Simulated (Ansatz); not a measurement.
One change: `[NH2][W]([OH])(=[S])=[S]` becomes `[NH2][Mo]([OH])(=[S])=[S]`.

Ansatz, PBE0-D4/def2-TZVP geometries, multiplicity 1. Each molecule was computed in one conformer, which needn't be the lowest.

Elements past krypton have def2 core potentials.

```tsv
property	`[NH2][W]([OH])(=[S])=[S]`
HOMO energy (PBE/def2-TZVPP) / eV	-6.03
size of the dipole moment (ωB97M-V/def2-TZVPP) / D	3.60
zero-point energy (PBE0-D4/def2-TZVP) / kJ/mol	111.1
LUMO energy (PBE/def2-TZVPP) / eV	-3.22
HOMO–LUMO gap (PBE0/def2-TZVPP) / eV	4.59
HOMO–LUMO gap (ωB97M-V/def2-TZVPP) / eV	8.56
```

Q: What does the change do to each property? (Estimate.)

A: Computed: 
```tsv
property	`[NH2][Mo]([OH])(=[S])=[S]`	shift
HOMO energy (PBE/def2-TZVPP) / eV	-6.08	-0.05
size of the dipole moment (ωB97M-V/def2-TZVPP) / D	3.20	-0.40
zero-point energy (PBE0-D4/def2-TZVP) / kJ/mol	111.4	0.3
LUMO energy (PBE/def2-TZVPP) / eV	-3.65	-0.43
HOMO–LUMO gap (PBE0/def2-TZVPP) / eV	4.17	-0.42
HOMO–LUMO gap (ωB97M-V/def2-TZVPP) / eV	8.11	-0.45
```

With PBE0 the HOMO falls by 0.05 eV and the LUMO falls by 0.47 eV, so the gap narrows by about 0.42 eV. PBE moves the HOMO by -0.05 eV and ωB97M-V by -0.05 eV. Dipoles are sizes alone; their direction can turn.
